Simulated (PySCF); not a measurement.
The PySCF input:
```python
from pyscf import gto, scf, dft

mol = gto.M(
    atom='''
N    -1.36887212    0.48680505    1.63720673
Si   -0.04314631    0.56957278    0.56777603
O     0.03174650    1.94566519   -0.25229305
F     1.24424736    0.37477334    1.49641497
Br    0.06614595   -0.95868675   -0.99139258
H    -2.30070205    0.65489536    1.29980049
H    -1.37326809   -0.21223546    2.35997589
H     0.09281652    2.79144076    0.18026213
''',
    basis='sto-3g',
    verbose=4,
    max_memory=1800,
)

mf = dft.RKS(mol)
mf.xc = 'pbe0'
mf = mf.density_fit(auxbasis='def2-universal-jkfit')
mf.kernel()
```

Predict the HOMO-LUMO gap from DF-PBE0/STO-3G (PySCF).

9.66 eV

Predict the nuclear repulsion energy from DF-PBE0/STO-3G.

453.4821 Eh

Give the dipole moment at the level DF-PBE0/STO-3G.

2.92 D

Estimate the HOMO energy that DF-PBE0/STO-3G returns for this input.

-4.51 eV

Predict the Mulliken (on the basis functions themselves) charges in atom order from DF-PBE0/STO-3G.

N1 -0.61, Si2 1.01, O3 -0.47, F4 -0.25, Br5 -0.25, H6 0.18, H7 0.18, H8 0.22
